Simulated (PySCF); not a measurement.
SMILES [SiH3]CCO[SiH3] (GFN2-xTB optimised geometry):

```
15

Si     1.460    -1.655     0.000
C     -0.447    -1.655     0.000
C     -0.919    -0.213     0.000
O     -0.048     0.531    -0.809
Si    -0.222     2.044    -1.361
H      1.882    -3.013     0.369
H      1.948    -0.717     1.011
H      1.988    -1.338    -1.323
H     -0.863    -2.180     0.859
H     -0.813    -2.160    -0.894
H     -1.948    -0.113    -0.367
H     -0.888     0.194     1.019
H     -0.281     3.013    -0.261
H      0.986     2.144    -2.162
H     -1.460     2.172    -2.137
```

Calculation: B3LYP/def2-TZVP run with PySCF.

Q: What are the frontier orbital energies and the dipole moment?

A: HOMO-2 -8.75 eV, HOMO-1 -8.39 eV, HOMO -7.94 eV, LUMO -0.08 eV, LUMO+1 0.64 eV; dipole moment 1.48 D.

Meta-Löwdin charges at B3LYP/def2-TZVP: Si1 0.53, C2 -0.44, C3 0.03, O4 -0.63, Si5 0.79, H6 -0.12, H7 -0.11, H8 -0.10, H9 0.12, H10 0.12, H11 0.09, H12 0.09, H13 -0.13, H14 -0.11, H15 -0.13.
